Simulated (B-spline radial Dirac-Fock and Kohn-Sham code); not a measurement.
Relativistic shifts of the levels of C⁺

System: carbon as C⁺, [He] 2s2 2p1.

Both columns are ΔSCF binding energies of the configuration average from a radial B-spline solver: non-relativistic Hartree-Fock with a point nucleus, and Dirac-Fock with a finite nucleus and the Coulomb interaction alone, averaged over the two j levels with weights 2j+1.

```
shell  Hartree-Fock (eV)  Dirac-Fock (eV)  shift (eV)  shift (%)
   1s              315.7            315.8       +0.13      +0.04
   2s              30.65            30.67       +0.02      +0.05
   2p              24.05            24.04        0.00      -0.02
```

Relativity binds 1s, 2s more strongly, among those listed most of all 2s in relative terms.

Values without a named source are computed, but for edge energies of neutral atoms, which are taken from tables.
